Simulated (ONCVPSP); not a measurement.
# lithium: one change to an ONCV potential, before and after

```json
{
  "Element": "Li",
  "Generator": "ONCVPSP 4.0.1",
  "Type": "optimised norm-conserving Vanderbilt (ONCV)",
  "Functional": "PBE",
  "Relativity": "fully relativistic",
  "Frozen core": "none",
  "Valence charge": "3",
  "Reference configuration": "1s2 2s1",
  "Partial waves": "1s+2s: rc 1.25 bohr, ncon 3, nbas 6, qcut 10.5 1/bohr, 2 projectors; p scattering state at 0.35 Ha: rc 1.10 bohr, ncon 4, nbas 8, qcut 7.4 1/bohr, 1 projector; d scattering state at 0.14 Ha: rc 1.30 bohr, ncon 3, nbas 6, qcut 7.4 1/bohr, 3 projectors, debl 2.8 Ha",
  "Local potential": "polynomial inside 0.70 bohr (lpopt 3, dvloc0 0 Ha)",
  "Core correction": "none"
}
```

Open shells are filled in proportion to 2j + 1.

Change: s: qcut 9.

Cutoffs: the cutoffs (Ha) at which the residual kinetic energy of the hardest occupied pseudo-wave falls to 1 and 0.1 mHa per electron; they do not see the model core or the augmentation charge, which bear on the density cutoff. Errors are all-electron minus pseudo energies relative to the spin-unpolarised reference configuration.

**Question.** How do hardness, ghosts and transferability respond?

**Answer.** The potential gets softer (36 Ha and 43 Ha → 30 Ha and 35 Ha); of the 4 tests that both files solve, the error grows in 1 and shrinks in 0 by more than 15 % and 0.3 meV (median size 0.4 → 0.5 meV); neither file shows a bound ghost. The waves are optimised to have the least kinetic energy above qcut, so the cutoff follows it (qcut²/2 in Ha).

| quantity | base | changed |
| --- | --- | --- |
| cutoff, loose | 36 Ha | 30 Ha |
| cutoff, tight | 43 Ha | 35 Ha |
| bound ghosts | none | none |
| GHOST(+) flags under 300 eV | none | none |
| error for 1s2 2s0, meV [ΔE 5.30 eV] | +0.4 | +0.4 |
| error for 1s2 2s0.5, meV [ΔE 2.05 eV] | +0.1 | +0.1 |
| error for 1s2 2s0 2p1, meV [ΔE 1.79 eV] | +0.5 | +0.6 |
| error for 1s1 2s1, meV [ΔE 68.41 eV] | +1075 | +1385 |
| s: phases at 1.27 bohr within 0.05 rad from the reference energy up to (Ha; the scan ends near 5) | to the end of the scan | to the end of the scan |
| p3/2: phases at 1.12 bohr within 0.05 rad from the reference energy up to (Ha; the scan ends near 5) | to the end of the scan | to the end of the scan |
| p1/2: phases at 1.12 bohr within 0.05 rad from the reference energy up to (Ha; the scan ends near 5) | to the end of the scan | to the end of the scan |
| d5/2: phases at 1.32 bohr within 0.05 rad from the reference energy up to (Ha; the scan ends near 5) | to the end of the scan | to the end of the scan |
| d3/2: phases at 1.32 bohr within 0.05 rad from the reference energy up to (Ha; the scan ends near 5) | to the end of the scan | to the end of the scan |

Base: These tests converged, but a pseudo level misses the all-electron one widely, so the file describes the atom poorly there or has found another state: 1s2 2s0 2p1: empty 2s by 3.4 eV. Changed file: These tests converged, but a pseudo level misses the all-electron one widely, so the file describes the atom poorly there or has found another state: 1s2 2s0 2p1: empty 2s by 3.4 eV.
